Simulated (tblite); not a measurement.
Br$_{3}$Pb (SMILES [Br][Pb-]([Br])[Br]), charge -1, singlet, geometry from GFN2-xTB (such geometries of metal compounds can be far from the true shape); GFN1-xTB (tblite).

The tblite input:
```
$ tblite run mol.xyz --method gfn1 --charge -1 --spin 0 --json tblite.json --no-restart

# file mol.xyz
4

Pb     0.00381371    -0.00015158     0.64375725
Br     0.60057734    -2.35520043    -0.50687391
Br     1.73497476     1.70048433    -0.51263926
Br    -2.34448708     0.65507125    -0.48871810
```

Question: What does tblite print? Leave out banner, timings and long lists.

Answer: 
```
xTB calculator
 | screened Coulomb repulsion
 | Coulomb electrostatics
 |  * isotropic Klopman-Ohno-Mataga-Nishimoto electrostatics
 |  * onsite third-order electrostatics
 | DFT-D3(BJ) dispersion correction

halogen bonding energy    0.0000000000000E+00 Eh
repulsion energy          8.0407940581511E-03 Eh
dispersion energy        -2.2769803164278E-03 Eh
number of electrons       2.6000000000000E+01 e
integral cutoff           2.4921834820047E+01 bohr

------------------------------------------------------------
  cycle        total energy    energy error   density error
------------------------------------------------------------
      1     -13.42328251247  -1.3429046E+01   4.1493768E-01
      2     -13.60635956000  -1.8307705E-01   1.1541124E-01
      3     -13.61361767820  -7.2581182E-03   5.2851336E-02
      4     -13.61336735072   2.5032748E-04   3.2232154E-02
      5     -13.61438506427  -1.0177135E-03   1.0670581E-02
      6     -13.61443279739  -4.7733113E-05   5.2934155E-03
      7     -13.61444994672  -1.7149337E-05   2.2495426E-04
      8     -13.61444997761  -3.0884632E-08   3.7426379E-05
      9     -13.61444997844  -8.3340090E-10   3.1016087E-06
------------------------------------------------------------

electronic energy        -1.3620213792183E+01 Eh
total energy             -1.3614449978442E+01 Eh

Post processing:
 | Mayer-Wiberg bond orders

[Info] JSON dump of results written to 'tblite.json'
```
